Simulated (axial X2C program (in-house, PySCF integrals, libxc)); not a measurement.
**CoCN⁺: properties at the nuclei**

Calculated with an axial X2C code built on PySCF integrals: two-component X2C with atomic mean-field Coulomb and Gaunt terms, Gaussian nuclei, basis Co dyall-v3z, C dyall-v3z, N dyall-av3z with contracted cores.

Co–C–N held linear, with bonds 1.839 and 1.164 Å (near the PBE0 minimum at charge 1 of the determinant lowest at the starting distance; the state shown can have its own minimum elsewhere, held linear; other orders of the atoms were not compared).

Input and command:
```json
{"zs": [27, 6, 7], "q": 1, "bas": ["dyall-v3z", "dyall-v3z", "dyall-av3z"], "r0": [1.81, 1.16], "symm": 0, "scan": ["PBE0", "HF", "r2SCAN"], "levels": ["PBE0", "HF", "r2SCAN"], "nst": 2}
```
```bash
python solin.py task.json out
```

Keys: zs atomic numbers; q charge; bas basis sets; r0 starting distance in Å; symm equal bonds; scan levels of the two-bond scan; levels methods; nst determinants followed.

Determinant lowest in the PBE0 search, Ω = 9/2 (⟨Sz⟩ = 1.50, ⟨Lz⟩ = 3.00 at PBE0), spin on the atoms Co 1.41, C -0.02, N 0.11:

| level | Eeff magnitude (GV/cm) | Ws magnitude Co (kHz) | A∥/gI Co (MHz) | qzz Co (a.u.) | A∥/gI C (MHz) | qzz C (a.u.) | A∥/gI N (MHz) | qzz N (a.u.) |
| --- | --- | --- | --- | --- | --- | --- | --- | --- |
| PBE0 | 0.635 | 0.0453 | 484 | 0.06 | 2.13 | -0.40 | 9.59 | -1.27 |
| r2SCAN | 0.669 | 0.0498 | 477 | -0.10 | 4.85 | -0.48 | 14.3 | -1.26 |

Eeff is the effective electric field on the electron electric dipole moment in this Ω state and Ws the scalar–pseudoscalar constant of the nucleus named (defined with the proton number Z and per Ω); A∥ (defined per Ω) follows by multiplying with gI = μI/(I μN); qzz is the electric field gradient, eQq0 = 234.96 MHz × Q/barn × qzz. The operators were transformed with the bare-nucleus X2C matrices; with these basis sets, hyperfine constants and field gradients can be off by tens of per cent, and where levels differ in sign neither size nor sign is settled.

Task: With gI(59Co) = 1.3220, gI(14N) = 0.4038, Q(14N) = 0.02044 barn (g factors from the IAEA table of nuclear moments by Stone; Q from Pyykkö, Mol. Phys. 2018), turn the PBE0 values of the first state into constants in MHz.

Result: A∥(59Co) = 484 × 1.3220 = 640 MHz; A∥(14N) = 9.59 × 0.4038 = 3.87 MHz; eQq0(14N) = 234.96 × (0.02044) × (-1.27) = -6.1 MHz.

The molecule was held linear; bending was not examined, so a bent shape may lie lower.

Each state is one determinant with collinear spin, which with several unpaired electrons need not be a pure state. With several open shells hyperfine constants can be off by a factor of several. Left out as unconverged or as another state under the same occupation: HF in at least one table. The search compared states at one distance, so a state with another bond length can lie lower. Further determinants of the search, some of them spin-mixed, are not shown. Where a field gradient or hyperfine factor spreads by more than a factor of two over the levels, a constant derived from it is not to be relied on.
